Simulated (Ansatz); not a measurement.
Te2Se3, relaxed as a singlet with RKS PBE-D4/def2-SVP in Ansatz, starting from the GFN2-xTB geometry. Force threshold 0.02 eV/Å.

In the def2 sets Te takes a core potential; there is no spin–orbit coupling. The restricted singlet is unstable towards broken spin symmetry in Hartree–Fock (as tested in another run); at PBE-D4/def2-SVP this wasn't settled. Another isomer (singlet) lies 1.27 eV lower at PBE0-D4/def2-TZVP; other spin states weren't run for this one.

Start:

```csv
atom,x (Å),y (Å),z (Å)
Se1,1.1605,-3.1052,0.9278
Se2,-0.3509,2.4250,-0.3546
Se3,-1.8916,1.1775,-1.3534
Te4,-0.1308,-1.3368,-0.0277
Te5,1.2128,0.8395,0.8079
```

| step | energy (eV) | largest force component (eV/Å) | SCF passes |
| --- | --- | --- | --- |
| 1 | -210584.2485 | 1.002 | 45 |
| 2 (rejected) | -210584.2039 | 1.038 | 32 |
| 3 | -210584.3657 | 0.247 | 26 |
| 4 | -210584.3823 | 0.148 | 24 |
| 5 | -210584.3835 | 0.326 | 24 |
| 6 | -210584.3894 | 0.069 | 26 |
| 7 | -210584.3896 | 0.013 | 25 |

Force components are those of the run's own axes.

End:

```xyz
5

Se    1.0476   -3.2251    0.8570
Se   -0.4091    2.4852   -0.3916
Se   -1.8578    1.0250   -1.3272
Te   -0.0995   -1.2704   -0.0094
Te    1.3187    0.9854    0.8711
```

By distances, no bond broke or formed. The bond that changes most is Se3–Te4, from 3.34 to 3.18 Å (atoms count from 1).

No frequencies were taken in this run, so the end may be a saddle point.

Run time 22 s (4 threads of Intel Xeon on a shared host).
